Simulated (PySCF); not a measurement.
**TDDFT excited states: C3H11BSi**

Species: BMe2(CH2SiH3), C3H11BSi.
Geometry (PBE0-D3(BJ)/def2-SVP, Å), atoms numbered from 1 in this order:
```xyz
16
C3H11BSi angstrom
B      0.291    0.374   -0.449
C      1.861    0.357   -0.322
H      2.319    1.322   -0.061
H      2.270    0.051   -1.304
H      2.211   -0.411    0.388
C     -0.487    1.742   -0.476
H     -1.582    1.665   -0.550
H     -0.121    2.338   -1.331
H     -0.233    2.341    0.416
C     -0.480   -0.985   -0.528
Si    -1.082   -1.425    1.209
H     -1.394   -0.928   -1.144
H      0.141   -1.832   -0.865
H      0.066   -1.499    2.165
H     -2.041   -0.393    1.711
H     -1.774   -2.751    1.207
```

Method used: TDDFT B3LYP/def2-SVPD, vertical, gas phase, core orbitals frozen in the response (PySCF 2.14.0, density-fitted response routines).

```
state  E (eV)  ν̃ (cm⁻¹)       f  |μ| (D)  main configurations (H = HOMO, L = LUMO)
   S1    6.27      50560   0.036     1.23                                 H→L (94%)
   S2    6.35      51190  0.0015     0.25                               H-1→L (97%)
   S3    7.36      59350   0.090     1.79                  H→L+1 (54%), H-2→L (44%)
   S4    7.37      59470  0.0027     0.31                  H-2→L (51%), H→L+1 (45%)
   S5    7.54      60820  0.0002     0.08                               H-3→L (96%)
   S6    7.57      61090   0.038     1.14                             H-1→L+1 (97%)
   S7    8.01      64570   0.155     2.26                 H-4→L (79%), H-2→L+1 (8%)
   S8    8.10      65360   0.014     0.69                               H→L+2 (89%)
   S9    8.21      66230   0.090     1.70                 H-2→L+1 (84%), H-4→L (9%)
  S10    8.34      67260   0.023     0.84                             H-3→L+1 (75%)
```

Triplets, Tamm–Dancoff:

| state | E (eV) | λ (nm) | main configurations (H = HOMO, L = LUMO) |
| --- | --- | --- | --- |
| T1 | 5.76 | 215.3 | H→L (96%) |
| T2 | 5.91 | 209.9 | H-1→L (95%) |
| T3 | 6.90 | 179.8 | H-2→L (90%) |
| T4 | 7.18 | 172.7 | H→L+1 (94%) |

The lowest singlet lies at 6.27 eV (198 nm, vacuum ultraviolet) and is of moderate strength; its leading configuration is HOMO→LUMO (94%). The strongest level in the table is S7 at 8.01 eV (155 nm, f = 0.155). Löwdin shares by element: HOMO carbon 40% or more, boron 20%, silicon 12% (atoms not listed hold the other 28%); LUMO boron 36%, carbon 23% or more, silicon 11% (atoms not listed hold the other 31%). The oscillator strengths of these states sum to 0.450; summed over the whole spectrum of an exact calculation they would give the number of electrons, 48 (Thomas–Reiche–Kuhn). Orbital energies (eV): HOMO-3 -9.22, HOMO-2 -9.02, HOMO-1 -8.44, HOMO -8.22, LUMO -0.70, LUMO+1 0.01, LUMO+2 0.72. Weighted by f, the mean energy of these states is 7.75 eV. Singlets were solved by full linear response, triplets in the Tamm–Dancoff approximation.

One conformer stands for the species.
